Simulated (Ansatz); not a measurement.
The first iterations of a band of BrH + ClH3Sn (7 atoms, charge 0, multiplicity 1).

The calculation used RKS PBE0/def2-SVP (Ansatz 0.2.0).

```json
{
  "movable images": "8",
  "climbing image": "no",
  "spring": "5.0 eV/Å²",
  "optimiser": "quadratic models (default)",
  "start path": "through a guess of the saddle point",
  "force threshold": "0.05 eV/Å",
  "iteration limit": "60",
  "end points": "relaxed"
}
```

Image 0:

```xyz
7
Properties=species:S:1:pos:R:3
Sn 0.279 0.000 -0.137
Cl 0.178 0.000 2.245
H 1.950 0.000 -0.481
H -0.505 1.430 -0.627
H -0.505 -1.430 -0.627
Br -3.505 0.000 1.642
H -2.173 0.000 2.182
```

Image 9:

```xyz
7
Properties=species:S:1:pos:R:3
Sn -0.445 0.000 -0.594
Cl 0.008 0.000 3.619
H 0.846 0.000 0.518
H -0.544 1.422 -1.531
H -0.544 -1.422 -1.531
Br -2.534 0.000 0.821
H -1.068 0.000 2.895
```

| iteration | highest image above the first end (eV) | largest band force component (eV/Å) |
| --- | --- | --- |
| 1 | 1.582 | 4.642 |
| 2 | 1.339 | 1.750 |

Problem. Does the band converge within its limit, and where does its top end?

Solution. The run converged. It ended after 8 iterations with the highest image 0.815 eV above the first end. No image climbed, so the highest image needn't sit at the top of the path. The orbitals stay closed-shell, which can raise the energy where a bond breaks towards radicals; this wasn't checked here.

Run time: 3.3 min on 2 threads of Arm Neoverse V1 (shared host), peak memory 0.26 GiB.
